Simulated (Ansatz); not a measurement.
C₄H₁₂Ge, charge +1, doublet, at a GFN2-xTB geometry (a state made from the parent by changing its charge; the spin is typed, not shown lowest); HF/STO-3G (Ansatz, a first-principles code).

Here is a job for Ansatz.
Ansatz 0.2 input:
```yaml
crystal:
  periodic: [false, false, false]
  atoms:
    - {symbol: Ge, position_ang: [1.22058749, 0.60351433, -0.04933479]}
    - {symbol: C, position_ang: [-0.20095590, -0.46359725, 1.07359410]}
    - {symbol: C, position_ang: [-1.43133863, -0.74074658, 0.28294320]}
    - {symbol: C, position_ang: [-1.30515590, -1.84940825, -0.74180870]}
    - {symbol: C, position_ang: [-2.14952767, 0.49003547, -0.24466607]}
    - {symbol: H, position_ang: [2.48371454, 0.53620297, 0.74630935]}
    - {symbol: H, position_ang: [1.24049979, -0.18243686, -1.33223053]}
    - {symbol: H, position_ang: [0.66073857, 1.98451313, -0.19804008]}
    - {symbol: H, position_ang: [-0.35844003, 0.21186621, 1.91534037]}
    - {symbol: H, position_ang: [0.32760223, -1.36266221, 1.38913141]}
    - {symbol: H, position_ang: [-2.10708560, -1.15004263, 1.07172797]}
    - {symbol: H, position_ang: [-0.71136069, -1.50228449, -1.59218181]}
    - {symbol: H, position_ang: [-2.27938809, -2.13461527, -1.13288016]}
    - {symbol: H, position_ang: [-0.82106716, -2.73063392, -0.32746098]}
    - {symbol: H, position_ang: [-1.60033958, 0.88542123, -1.10492698]}
    - {symbol: H, position_ang: [-2.21987732, 1.26898346, 0.51165528]}
    - {symbol: H, position_ang: [-3.15192765, 0.24552956, -0.58810560]}
basis:
  gaussian:
    orbitals: STO-3G
hamiltonian:
  xc: hf
total_charge: 1
magnetization: {spin_polarized: true, initial_magnetization: 1}
```

**Question.** What does Ansatz print? Leave out banner, timings and long lists.

**Answer.** 
```
Functional definition: HF
637 factors; integrals over basis functions are off by at most 3.6e-5 eV
mean field evaluation 1: about -60084.6043 eV, gradient 1.1e1 eV
mean field evaluation 2: about -60084.8602 eV, gradient 1.1e1 eV
mean field evaluation 4: about -60085.9400 eV, gradient 1.2e0 eV
mean field evaluation 8: about -60085.9694 eV, gradient 1.2e-2 eV
mean field -60085.96940442 eV, -2208.1186478795 hartree, gradient 3.4e-5 eV, S^2 0.756436; 0 other end points of the search recorded, 0 dependent functions left out
reference -60085.96940442 eV, -2208.1186478795 hartree; 34, 33 occupied and 16, 17 virtual orbitals, 637 factors
Total energy: -60085.96940442 eV, -2208.1186478795 hartree
```
